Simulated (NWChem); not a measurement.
System: C$_{3}$H$_{4}$N$_{2}$O; SMILES C1OC=NCN=1

Input file for NWChem:

```
start job
memory heap 200 mb stack 900 mb global 1100 mb
geometry units angstroms noautosym nocenter noautoz
  C      0.000000    -1.152552     0.625573
  N      0.000000    -1.231942    -0.626332
  C      0.000000     0.000000    -1.386451
  N      0.000000     1.231942    -0.626332
  C      0.000000     1.152552     0.625573
  O      0.000000     0.000000     1.365331
  H      0.000000    -2.032650     1.279332
  H      0.878002     0.000000    -2.056684
  H     -0.878002     0.000000    -2.056684
  H      0.000000     2.032650     1.279332
end
basis spherical
  * library def2-svp
end
dft
  xc xcamb88 1.00 lyp 0.81 vwn_5 0.19 hfexch 1.00
  cam 0.33 cam_alpha 0.19 cam_beta 0.46
  iterations 150
end
property
  efieldgrad
end
task dft property
```

Output (shortened):

```
             Northwest Computational Chemistry Package (NWChem) 7.3.0
             --------------------------------------------------------

                             Geometry "geometry" -> ""
                             -------------------------

 Output coordinates in angstroms (scale by  1.889725989 to convert to a.u.)

  No.       Tag          Charge          X              Y              Z
 ---- ---------------- ---------- -------------- -------------- --------------
    1 C                    6.0000     0.00000000    -1.15255200     0.62557300
    2 N                    7.0000     0.00000000    -1.23194200    -0.62633200
    3 C                    6.0000     0.00000000     0.00000000    -1.38645100
    4 N                    7.0000     0.00000000     1.23194200    -0.62633200
    5 C                    6.0000     0.00000000     1.15255200     0.62557300
    6 O                    8.0000     0.00000000     0.00000000     1.36533100
    7 H                    1.0000     0.00000000    -2.03265000     1.27933200
    8 H                    1.0000     0.87800200     0.00000000    -2.05668400
    9 H                    1.0000    -0.87800200     0.00000000    -2.05668400
   10 H                    1.0000     0.00000000     2.03265000     1.27933200

 Effective nuclear repulsion energy (a.u.)     229.2332322963

                              NWChem Property Module
                              ----------------------

  itol2e modified to match energy
  convergence criterion.

                                 NWChem DFT Module
                                 -----------------

 Summary of "ao basis" -> "ao basis" (spherical)
 ------------------------------------------------------------------------------
       Tag                 Description            Shells   Functions and Types
 ---------------- ------------------------------  ------  ---------------------
 C                          def2-svp                 6       14   3s2p1d
 N                          def2-svp                 6       14   3s2p1d
 O                          def2-svp                 6       14   3s2p1d
 H                          def2-svp                 3        5   2s1p

  itol2e modified to match energy
  convergence criterion.

            General Information
            -------------------
          SCF calculation type: DFT
          Wavefunction type:  closed shell.
          No. of atoms     :    10
          No. of electrons :    44
           Alpha electrons :    22
            Beta electrons :    22
          Charge           :     0
          Spin multiplicity:     1
          Use of symmetry is: off; symmetry adaption is: off
          Maximum number of iterations: 150
          AO basis - number of functions:   104
                     number of shells:    48
          Convergence on energy requested:  1.00D-07
          Convergence on density requested:  1.00D-05
          Convergence on gradient requested:  5.00D-04

              XC Information
              --------------
                     Hartree-Fock (Exact) Exchange  1.000
                   CAM-Becke88 Exchange Functional  1.000
                      VWN V Correlation Functional  0.190 local
              Lee-Yang-Parr Correlation Functional  0.810

           Range-Separation Parameters
           ---------------------------
           Alpha           :  0.19
           Beta            :  0.46
           Gamma           :  0.33
           Short-Range HF  :     F

[...]

          -----------------------
          Electric field gradient
          -----------------------

 1 a.u. = 0.324123 10**(16) esu/cm**3  ( or statvolts/cm**2 ) = 0.97174 10**(22) v/m**2

 ------------------------------------------------------------
   Atom      X         Y         Z
 ------------------------------------------------------------
    1 C    0.00000  -2.17801   1.18216
 ------------------------------------------------------------

 Electric field gradient in molecular frame (a.u.)
         XX             YY             ZZ             XY             XZ             YZ
 ------------------------------------------------------------------------------------------
       -0.181031      -0.054632       0.235664      -0.000000       0.000000      -0.234657

 Principal components (a.u.) and orientation
 of principal axis w.r.t. absolute frame                      Asymmetry parameter eta
 --------------------------------------------------------------------------------------
        0.366435      -0.185404      -0.181031                       0.011933

        0.000000      -0.000000       1.000000
       -0.486800       0.873514       0.000000
        0.873514       0.486800       0.000000

 ------------------------------------------------------------
   Atom      X         Y         Z
 ------------------------------------------------------------
    2 N    0.00000  -2.32803  -1.18360
 ------------------------------------------------------------

 Electric field gradient in molecular frame (a.u.)
         XX             YY             ZZ             XY             XZ             YZ
 ------------------------------------------------------------------------------------------
       -0.499248       0.559215      -0.059967       0.000000       0.000000       0.553805

 Principal components (a.u.) and orientation
 of principal axis w.r.t. absolute frame                      Asymmetry parameter eta
 --------------------------------------------------------------------------------------
        0.884090      -0.499248      -0.384842                       0.129406

        0.000000       1.000000      -0.000000
        0.862541      -0.000000      -0.505987
        0.505987       0.000000       0.862541

 ------------------------------------------------------------
   Atom      X         Y         Z
 ------------------------------------------------------------
    3 C    0.00000   0.00000  -2.62001
 ------------------------------------------------------------

 Electric field gradient in molecular frame (a.u.)
         XX             YY             ZZ             XY             XZ             YZ
 ------------------------------------------------------------------------------------------
        0.211330      -0.221191       0.009860      -0.000000       0.000000      -0.000000

 Principal components (a.u.) and orientation
 of principal axis w.r.t. absolute frame                      Asymmetry parameter eta
 --------------------------------------------------------------------------------------
       -0.221191       0.211330       0.009860                       0.910844

        0.000000       1.000000      -0.000000
        1.000000      -0.000000      -0.000000
        0.000000       0.000000       1.000000

 ------------------------------------------------------------
   Atom      X         Y         Z
 ------------------------------------------------------------
    4 N    0.00000   2.32803  -1.18360
 ------------------------------------------------------------

 Electric field gradient in molecular frame (a.u.)
         XX             YY             ZZ             XY             XZ             YZ
 ------------------------------------------------------------------------------------------
       -0.499248       0.559215      -0.059967       0.000000      -0.000000      -0.553805

 Principal components (a.u.) and orientation
 of principal axis w.r.t. absolute frame                      Asymmetry parameter eta
 --------------------------------------------------------------------------------------
        0.884090      -0.499248      -0.384842                       0.129406

        0.000000       1.000000      -0.000000
        0.862541       0.000000       0.505987
       -0.505987       0.000000       0.862541

 ------------------------------------------------------------
   Atom      X         Y         Z
 ------------------------------------------------------------
    5 C    0.00000   2.17801   1.18216
 ------------------------------------------------------------

 Electric field gradient in molecular frame (a.u.)
         XX             YY             ZZ             XY             XZ             YZ
 ------------------------------------------------------------------------------------------
       -0.181031      -0.054632       0.235664       0.000000      -0.000000       0.234657

 Principal components (a.u.) and orientation
 of principal axis w.r.t. absolute frame                      Asymmetry parameter eta
 --------------------------------------------------------------------------------------
        0.366435      -0.185404      -0.181031                       0.011933

       -0.000000      -0.000000       1.000000
        0.486800       0.873514       0.000000
        0.873514      -0.486800      -0.000000

 ------------------------------------------------------------
   Atom      X         Y         Z
 ------------------------------------------------------------
    6 O    0.00000   0.00000   2.58010
 ------------------------------------------------------------

 Electric field gradient in molecular frame (a.u.)
         XX             YY             ZZ             XY             XZ             YZ
 ------------------------------------------------------------------------------------------
        1.085852      -1.469819       0.383967       0.000000      -0.000000       0.000000

[...]
```

Level: CAM-B3LYP/def2-SVP. Geometry: optimised at PBE0/def2-SVP. NWChem prints the field gradient with the sign opposite to the second derivative of the potential.
